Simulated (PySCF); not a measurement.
**Stationary points of ClI₂**

Method: PySCF, PBE0, basis Cl def2-SVP, I def2-SVP with ECP28 (scalar-relativistic core potentials, no spin–orbit coupling, density fitting).

Relaxations began from a few typed shapes; open shells are unrestricted. The search is not exhaustive: other isomers or separated fragments can lie lower, and high-lying points may rest on an excited occupation.

**Question.** Order these stationary points by electronic energy, lowest first, in kJ/mol from the lowest minimum.
A. doublet Cs: Cl–I 2.455 Å, Cl–I 2.733 Å; I–Cl–I 145.6°
B. doublet C∞v: Cl–I 2.364 Å; 

**Answer.** A (0.0), B (13.5).

**Question.** Which of them are minima?

**Answer.** By energy in kJ/mol, 0.0: minimum; 13.5: not settled, its softest mode being under 30 cm⁻¹.

For the lowest minimum: with an element this heavy the missing spin–orbit coupling can shift these numbers.
